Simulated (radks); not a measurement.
Q: All-electron atom: the potassium ion K+ in [Ar] (the NIST ground configuration). Method: scalar-relativistic Kohn-Sham, PBE, spin-polarised, spherical densities, finite nucleus; Fermi nuclear charge, rms radius 3.4349 fm; computed with a radial shooting solver on a logarithmic mesh with Libxc functionals. Some entries of the table are withheld. Estimate them.

orbital  occ.  eigenvalue (Ry)  <1/r> (bohr^-1)  <r^2> (bohr^2)
1s          2        -259.3341            18.72        0.008837
2s          2              (1)              (2)          0.1781
2p          6        -21.04146              (3)             (4)
3s          2         -3.04669            1.099           1.857
3p          6              (5)           0.9587             (6)

A: 
(1) 2s eigenvalue (Ry): -26.42785
(2) 2s <1/r> (bohr^-1): 3.799
(3) 2p <1/r> (bohr^-1): 3.701
(4) 2p <r^2> (bohr^2): 0.1524
(5) 3p eigenvalue (Ry): -1.82895
(6) 3p <r^2> (bohr^2): 2.414
